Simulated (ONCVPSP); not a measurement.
# Building the ONCV potential for nitrogen (LDA (Perdew-Wang 92), scalar-relativistic).

nitrogen (N), optimised norm-conserving Vanderbilt (ONCV), made with ONCVPSP 4.0.1 (LDA (Perdew-Wang 92), scalar-relativistic). Core [He], reference 2s1 2p4. Waves: 2s: rc 0.95 bohr, ncon 4, nbas 8, qcut 7.8 1/bohr, 2 projectors, debl 1.9 Ha; 2p: rc 2.10 bohr, ncon 3, nbas 6, qcut 6.7 1/bohr, 3 projectors, debl 2.4 Ha; d scattering state at 0.35 Ha: rc 2.20 bohr, ncon 3, nbas 6, qcut 5 1/bohr, 2 projectors, debl 1.5 Ha. Local part: polynomial inside 0.90 bohr (lpopt 5, dvloc0 0 Ha). Core correction: Teter function fitted to the true core (icmod 2), fcfact 0.65.

All-electron outer shells of the reference configuration (LDA (PZ), scalar-relativistic, ld1.x):

| shell | level (eV) | outermost node (bohr) | outermost maximum (bohr) |
| --- | --- | --- | --- |
| 1s | -382.23 | – | 0.15 |
| 2s | -18.87 | 0.32 | 1.02 |
| 2p | -7.64 | – | 0.97 |

Results:

```
Cutoffs needed             : 28 Ha and 90 Ha (the cutoffs (Ha) at which the residual kinetic energy of the hardest occupied pseudo-wave falls to 1 and 0.1 mHa per electron)
Ghost test                 : no bound ghost flagged; no localised positive-energy state flagged
Largest excitation error   : +4517 meV (all-electron minus pseudo) for 2s1 2p0, out of 4 test configurations
rms error of d²Exc/dni dnj : 2.30 mHa without and 1.12 mHa with the model core
```

Generation and tests took about 2.6 s on one core of a shared server CPU.
